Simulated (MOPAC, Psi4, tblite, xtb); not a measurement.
Dimer CH3Cl ··· C3H9Al (SMILES CCl and [CH3][Al]([CH3])[CH3]) at R = 2.81 Å between the centres of mass, closest contact 2.53 Å (lowest of the rigid-body minima from ten starts at GFN2-xTB). Geometry in Å and degrees:

```
Al
C 1 1.9664
H 2 1.1023 1 113.81
H 2 1.1055 3 107.65 1 -123.46
H 2 1.1057 3 107.51 4 -113.47
C 1 1.9665 2 119.99 3 -178.18
H 6 1.1023 1 113.80 2 -0.99
H 6 1.1055 7 107.62 1 123.39
H 6 1.1057 7 107.54 8 113.47
C 1 1.9665 2 120.01 3 1.94
H 10 1.1023 1 113.80 2 -179.07
H 10 1.1055 11 107.62 1 -123.38
H 10 1.1057 11 107.54 12 -113.47
Cl 1 2.5755 2 87.59 3 -87.64
C 14 1.7944 1 109.68 2 165.22
H 15 1.0857 14 108.35 1 -11.20
H 15 1.0858 16 110.57 14 118.60
H 15 1.0858 16 110.57 17 122.80
```

Levels: GFN2-xTB (tblite); SAPT0/jun-cc-pVDZ, frozen core (Psi4); B3LYP/def2-TZVP, counterpoise-corrected (Psi4); B3LYP-D3(BJ)/def2-TZVP, counterpoise-corrected (Psi4); HF/aug-cc-pVDZ, counterpoise-corrected (Psi4); MP2/aug-cc-pVDZ = DF-MP2/aug-cc-pVDZ, frozen core, counterpoise-corrected run with Psi4; SCS-MP2/aug-cc-pVDZ = DF-SCS-MP2/aug-cc-pVDZ, frozen core, counterpoise-corrected in Psi4; PM7, restricted, heats of formation (MOPAC); PM3, restricted, heats of formation (MOPAC); GFN1-xTB (xtb).

### Question
What interaction energy does each level give?

### Answer

```tsv
method	E_int / kJ/mol
PM3	-85.93
GFN1-xTB	-66.47
GFN2-xTB	-46.99
PM7	-23.04
B3LYP-D3(BJ)/def2-TZVP	-19.53
SAPT0/jun-cc-pVDZ	-14.71
MP2/aug-cc-pVDZ	-11.86
SCS-MP2/aug-cc-pVDZ	-3.98
B3LYP/def2-TZVP	4.61
HF/aug-cc-pVDZ	17.94
```
